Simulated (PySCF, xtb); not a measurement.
CH₇NSi₃, SMILES N1[Si@H]([SiH3])[SiH2]C=1.

Harmonic wavenumbers (cm⁻¹) from GFN2-xTB (xtb 6.7.1) at its own minimum, in rising order: 20, 82, 100, 236, 321, 355, 424, 428, 460, 476, 496, 526, 592, 617, 722, 732, 775, 797, 807, 810, 822, 1230, 1603, 2097, 2207, 2214, 2219, 2241, 2246, 2949.

Task: What does r2SCAN-D4/def2-SVP (PySCF) give at its own minimum? (Estimate from the structure and the level; the computed values follow.)

Result: 73, 96, 106, 207, 352, 407, 424, 466, 501, 541, 575, 615, 667, 699, 752, 770, 853, 900, 928, 929, 932, 1289, 1576, 2185, 2196, 2203, 2210, 2221, 2225, 3001. Paired by order, the mean absolute difference is 52 cm⁻¹ and the zero-point energies are 42.3 and 44.2 kcal/mol.
